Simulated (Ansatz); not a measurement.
Molecule: C5H11N2O, charge 0, multiplicity 2. It need not be the lowest isomer of its formula. 
Structure (B3LYP-D3(BJ)/def2-TZVP (Ansatz, a program for electronic structure) minimum search):
```xyz
19

C      1.4448     1.4721     0.1118
N      1.0511     0.2417     0.5873
C      1.9002    -0.4216     1.5704
C      0.0490    -0.5358     0.0030
O      0.0766    -1.7547     0.0862
N     -0.9196     0.1497    -0.7078
C     -1.5642     1.3371    -0.1585
C     -1.8106    -0.6803    -1.5034
H      1.0571     1.8163    -0.8305
H      2.2896     1.9417     0.5852
H      1.3313    -1.1944     2.0773
H      2.2439     0.3199     2.2913
H      2.7656    -0.8862     1.0921
H     -2.4823     1.0615     0.3743
H     -1.8303     2.0240    -0.9646
H     -0.9036     1.8550     0.5286
H     -1.2437    -1.4693    -1.9886
H     -2.2845    -0.0533    -2.2598
H     -2.5919    -1.1472    -0.8927
```
Charge 0, spin multiplicity 2.

Total electronic energies in hartree. Correlated levels leave the core frozen unless marked. UHF or UKS for open shells. No spin-orbit coupling. No relativistic terms. CBS(X,Y): correlation extrapolated as X^-3; Hartree-Fock from the larger set. The bracket is a focal-point correction in the basis named.

```json
[
 {"level": "PBE-D4/def2-TZVPD", "program": "Ansatz + dftd4", "energy (Eh)": "-381.52353"},
 {"level": "revPBE-D4/def2-TZVPD", "program": "Ansatz + dftd4", "energy (Eh)": "-381.91874"},
 {"level": "PBE0-D3(BJ)/def2-TZVP", "program": "Ansatz + dftd3", "energy (Eh)": "-381.54866"},
 {"level": "r2SCAN0/def2-TZVPD", "program": "Ansatz", "energy (Eh)": "-381.72008"},
 {"level": "MP2/6-31G*", "program": "Ansatz", "energy (Eh)": "-380.59050"},
 {"level": "RI-MP2/cc-pVQZ", "program": "Ansatz", "energy (Eh)": "-381.20206"},
 {"level": "SCS-MP2/cc-pVDZ", "program": "Ansatz", "energy (Eh)": "-380.66342"},
 {"level": "CCSD(T)/cc-pVDZ", "program": "Ansatz", "energy (Eh)": "-380.80196"},
 {"level": "RI-MP2/CBS(cc-pVTZ,cc-pVQZ)+[CCSD(T)-MP2]/cc-pVTZ", "program": "Ansatz", "energy (Eh)": "-381.3939"}
]
```

Totals of different functionals don't rank their quality; only differences between species are comparable.
